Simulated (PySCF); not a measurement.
C6H8NP.
SMILES with atom numbers: `[CH3:1][c:2]1[cH:3][p:4][cH:5][n:6][c:7]1[CH3:8]`

Structure used (GFN2-xTB), in Å, numbered top down from 1:
```
atom  x, y, z in Å
C1    -1.4222    1.2374    0.1817
C2    -0.0389    0.6770    0.0465
C3     1.0443    1.5345    0.0311
P4     2.7095    1.0617   -0.1151
C5     2.4485   -0.6587   -0.2129
N6     1.3126   -1.3076   -0.1803
C7     0.1370   -0.7128   -0.0609
C8    -1.0395   -1.6384   -0.0427
H9    -1.9091    0.8395    1.0716
H10   -1.3942    2.3220    0.2563
H11   -2.0311    0.9632   -0.6794
H12    0.8515    2.5988    0.1186
H13    3.3240   -1.2941   -0.3128
H14   -1.5933   -1.5381    0.8897
H15   -0.6865   -2.6606   -0.1397
H16   -1.7201   -1.4148   -0.8629
```

NICS is the negative of the GIAO shielding at a point without a nucleus: at the ring centre (0) and 1 Å above and below it (1); zz is the component along the ring normal. Level: GIAO PBE0/pcSseg-1 (PySCF, non-relativistic, gas phase) on the GFN2-xTB geometry, one conformer.

Ring bond lengths (Å), with Mayer bond orders in brackets: C2–C3 1.382 (1.50), C3–P4 1.737 (1.31), P4–C5 1.743 (1.31), C5–N6 1.309 (1.48), N6–C7 1.323 (1.51), C7–C2 1.405 (1.24).

Task: What do the NICS probes read (ppm)?

Result: 
| ring | type | NICS(0) | NICS(1), two faces | NICS(1)zz, two faces | rms pucker (Å) | centre to ring atoms, mean (Å) |
| --- | --- | --- | --- | --- | --- | --- |
| C2–C3–P4–C5–N6–C7 | 6-membered ring with N and P; formal bonds all aromatic | -6.6 | -10.7 / -10.7 | -25.9 / -25.9 | 0.00 | 1.47 |

Task: What can be read from them?

Result: 
- C2–C3–P4–C5–N6–C7: mean NICS(1)zz -25.9 ppm, shielded.

Task: And the bond-length index? Use HOMA with the parameters of Krygowski (1993).

Result: 
- C2–C3–P4–C5–N6–C7: HOMA 0.90; the largest term is that of P4–C5, α(R − Ropt)² = 0.24.

Task: What field does 11.7 T along the ring normal induce along that normal at the first NICS(1) probe listed for ring C2–C3–P4–C5–N6–C7, 1 Å off the ring?

Result: NICSzz × B0 = -25.9 ppm × 11.7 T = -303 μT, against the applied field.
